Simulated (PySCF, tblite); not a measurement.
Species: C7H8P2.
Bonds: C1–C2 (double), C2–C3, C3–P4 (aromatic), P4–C5 (aromatic), C5–C6 (aromatic), C6–P7 (aromatic), P7–C8 (aromatic), C8–C9, C3–C8 (aromatic). Hydrogens: H10, H11 on C1; H12 on C2; H13 on C5; H14 on C6; H15, H16, H17 on C9.

Structure optimised with GFN2-xTB, isolated species.

Task: List the bond lengths, angles and torsions at this level.

Result: 
```json
{"bond": "C1=C2", "length (pm)": "132.9"}
{"bond": "C2–C3", "length (pm)": "146.5"}
{"bond": "C3–P4", "length (pm)": "176.6"}
{"bond": "P4–C5", "length (pm)": "173.0"}
{"bond": "C5–C6", "length (pm)": "137.0"}
{"bond": "C6–P7", "length (pm)": "173.1"}
{"bond": "P7–C8", "length (pm)": "175.5"}
{"bond": "C8–C9", "length (pm)": "151.0"}
{"bond": "C3–C8", "length (pm)": "139.0"}
{"bond": "C1–H10", "length (pm)": "107.7"}
{"bond": "C1–H11", "length (pm)": "107.8"}
{"bond": "C2–H12", "length (pm)": "108.0"}
{"bond": "C5–H13", "length (pm)": "108.6"}
{"bond": "C6–H14", "length (pm)": "108.6"}
{"bond": "C9–H15, C9–H16, C9–H17", "length (pm)": "109.0"}
```

Bonds in one row agree within 1 pm and their mean is given. A selection of angles:
```json
{"angle": "C1–C2–C3", "degrees": "125.4"}
{"angle": "C2–C3–P4", "degrees": "114.5"}
{"angle": "C2–C3–C8", "degrees": "119.2"}
{"angle": "P4–C3–C8", "degrees": "126.3"}
{"angle": "C3–P4–C5", "degrees": "104.3"}
{"angle": "P4–C5–C6", "degrees": "129.0"}
{"angle": "C5–C6–P7", "degrees": "127.8"}
{"angle": "C6–P7–C8", "degrees": "104.3"}
{"angle": "P7–C8–C9", "degrees": "111.3"}
{"angle": "C3–C8–P7", "degrees": "128.2"}
{"angle": "C3–C8–C9", "degrees": "120.5"}
```

Torsions: C1–C2–C3–P4 -2° (synperiplanar). The mirror-image conformer, all signs reversed, is as good.

Of the pairs four or more bonds apart, C9···H12 is among the closest relative to their van der Waals radii: 2.43 Å, 84 % of the sum of Bondi's values. The 4 C–P bonds span 1.730 Å (P4–C5, aromatic) to 1.766 Å (C3–P4, aromatic), a spread of 0.036 Å. The 6-membered ring C3–P4–C5–C6–P7–C8 has internal angles of 104.3° to 129.0° (sum 720°, against 720° for a flat polygon); it is planar, 0.00 Å rms from its mean plane, widest ring torsion 0°. The 9 heavy atoms lie in one plane (0.007 Å rms). The 5 C–C bonds span 1.329 Å (C1=C2, drawn double) to 1.510 Å (C8–C9, drawn single), a spread of 0.181 Å.

Point group: near Cs, missed by 0.08 Å at most; the miss may be what the optimiser left on a soft mode. GFN2-xTB frequencies show an imaginary mode (100i cm⁻¹), so the point is no minimum at that level.

The numbers are calculated, not measured.
